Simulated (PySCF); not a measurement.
# Computed structure and properties of [Sm(SH)4]−

System: [Sm(SH)4]− (singlet in the valence; each metal's 4f electrons, 5 of them, lie in its core potential, out of spins and levels); start: displaced along the imaginary mode (S4). Method: PySCF 2.14.0, RKS PBE0, Sm lcecp-1-SVP with ECP51, S def2-SVP, H def2-SVP; non-relativistic Hamiltonian with scalar-relativistic core potentials where named; density fitting; no spin-orbit coupling.

Input of the relaxation:

```python
mol = gto.M(atom='''
Sm    -0.00000    -0.00000    -0.00009
S      1.54937     1.68824     1.44212
H      2.39228     0.64553     1.75645
S     -1.54937    -1.68824     1.44212
H     -2.39228    -0.64553     1.75645
S      1.68816    -1.54960    -1.44209
H      0.64734    -2.39506    -1.75073
S     -1.68816     1.54960    -1.44209
H     -0.64734     2.39506    -1.75073''',
    basis={'Sm': 'lcecp-1-SVP', 'S': 'def2-SVP', 'H': 'def2-SVP'},
    ecp={'Sm': 'lcecp-1-SVP'},
    charge=-1, spin=0)
mf = dft.RKS(mol, xc='PBE0')
mf.grids.atom_grid = (50, 194)  # f atoms: unpruned, at least (60, 302)
mf = mf.density_fit()  # fitting sets: Sm AutoAux, S def2-universal-JKFIT, H def2-universal-JKFIT
mf.conv_tol = 1e-08; mf.max_cycle = 55
mf.kernel(dm0)  # dm0: converged density of the start geometry
# quasi-Newton relaxation in Cartesian coordinates to a largest gradient under 0.00045 Eh/bohr, steps kept in the point group
```

Run from Python with OMP_NUM_THREADS=2; the lines above give its settings. Where DIIS fails, smearing, a level shift and second-order steps follow.
It took 2.7 min on 2 threads of Arm Neoverse V1 (shared host), from the converged density of the start.

Course of the relaxation:

```csv
step,energy above end (eV),largest force component within the symmetry (eV/Å)
0,0.0713,0.413
1,0.0478,0.067
2,0.0465,0.014
3,0.0448,0.047
4,0.0301,0.130
5,0.0272,0.215
6,0.0220,0.169
7,0.0199,0.107
16,0.0029,0.061
17,0.0021,0.057
18,0.0007,0.075
19,0.0003,0.044
20,0.0000,0.012
21,0.0000,0.004
```
(The steps between are left out.)

Relaxed geometry (S4):

```xyz
9

Sm    0.0000    0.0000    0.0013
S     1.4801    1.6034    1.5995
H     1.8372    0.5105    2.3171
S    -1.4801   -1.6034    1.5995
H    -1.8372   -0.5105    2.3171
S     1.6004   -1.4850   -1.5957
H     0.5079   -1.8372   -2.3159
S    -1.6004    1.4850   -1.5957
H    -0.5079    1.8372   -2.3159
```

```csv
contact,Å
Sm1–S2 (SH),2.705
Sm1–S4 (SH),2.705
Sm1–S6 (SH),2.705
Sm1–S8 (SH),2.705
```

On the finer grid (75, 302):

```
HOMO                                                          : -3.08 eV
LUMO                                                          : 2.85 eV
Dipole about the centre of mass                               : 0.01 D
Set of Mulliken populations of Sm1 outside the core potential : s 2.37, p 6.46, d 1.52, f 0.04
D3(BJ) dispersion energy (not in the energies)                : -0.285 eV
```

```json
{"atom": "Sm1", "Mulliken (e)": "0.61", "Löwdin (e)": "-0.49", "spin (e)": "0.00"}
{"atom": "S2", "Mulliken (e)": "-0.48", "Löwdin (e)": "-0.13", "spin (e)": "0.00"}
{"atom": "H3", "Mulliken (e)": "0.07", "Löwdin (e)": "0.00", "spin (e)": "0.00"}
{"atom": "S4", "Mulliken (e)": "-0.48", "Löwdin (e)": "-0.13", "spin (e)": "0.00"}
{"atom": "H5", "Mulliken (e)": "0.07", "Löwdin (e)": "0.00", "spin (e)": "0.00"}
{"atom": "S6", "Mulliken (e)": "-0.48", "Löwdin (e)": "-0.13", "spin (e)": "0.00"}
{"atom": "H7", "Mulliken (e)": "0.07", "Löwdin (e)": "0.00", "spin (e)": "0.00"}
{"atom": "S8", "Mulliken (e)": "-0.48", "Löwdin (e)": "-0.13", "spin (e)": "0.00"}
{"atom": "H9", "Mulliken (e)": "0.07", "Löwdin (e)": "0.00", "spin (e)": "0.00"}
```

The 4f levels lie in the core potential and are missing. Their spin isn't counted.

On the grid (50, 194), as all that follows. Harmonic modes: a minimum within the noise of the softest modes; lowest 58 cm⁻¹ (negative: unstable), highest 2682 cm⁻¹, zero-point energy 0.884 eV.

Taking off one SH (charge -1, singlet; the rest: singlet) in vacuum, both parts rigid, costs 4.56 eV; the small basis without counterpoise inflates it.

Rigid scan of SH along the line from its metal:

(distance to S2 (Å), energy (eV)): (2.40, 0.477), (2.50, 0.187), (2.60, 0.041), (2.70, 0.000), (2.80, 0.033), (2.90, 0.116), (3.10, 0.375), (3.40, 0.851), (3.80, 1.472), (4.30, 2.113)

One start shape was tried, so this needn't be the lowest isomer.

An lcecp potential fixes the number of 4f electrons, so in runs with it no electron can move into or out of that shell.
